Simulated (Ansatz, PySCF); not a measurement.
**Worked example: transport gap, exciton binding and injection barriers**

sesquifulvalene (C₁₂H₁₀), SMILES C1=CC=CC(=C2C=CC=C2)C=C1.

Geometry optimised at PBE-D3(BJ)/def2-SVP.

Gas-phase, vertical values: ionisation energy 7.15 eV and electron affinity 1.03 eV from ΔSCF with PBE/def2-SVPD (Ansatz, an electronic-structure program); S1 1.54 eV and T1 1.45 eV from TDA-PBE/def2-SVP (PySCF). Assume, for the exercise, a film of permittivity 4.0, a cavity radius of 6.0 Å and electrodes of work function 5.3 eV (anode) and 4.2 eV (cathode), with aligned vacuum levels.

Question: Work out the fundamental gap and exciton binding energy in the gas phase, the levels in the film by Born's model, the injection barriers and the thermal weight of S1 against T1 at 298 K.

Answer: 
Fundamental gap IE − EA = 6.12 eV; exciton binding = gap − S1 = 4.58 eV.
Born polarisation P = (14.3996 eV Å / 2r)(1 − 1/ε) = 0.90 eV. Film: IE = 6.25 eV, EA = 1.93 eV, transport gap 4.32 eV; with S1 unchanged the binding falls to 2.78 eV.
Hole barrier IE − Φ(anode) = 0.95 eV; electron barrier Φ(cathode) − EA = 2.27 eV (a negative value means no barrier, and the level would pin).
ΔE(ST) = S1 − T1 = 0.09 eV, and the triplet has three sublevels, so the ratio S1/T1 is (1/3) exp(−ΔE/kT) = 0.010 with kT = 0.02569 eV: small enough a gap for thermal return to the singlet. All inputs carry the errors of their functional, and relaxed states would shift them.
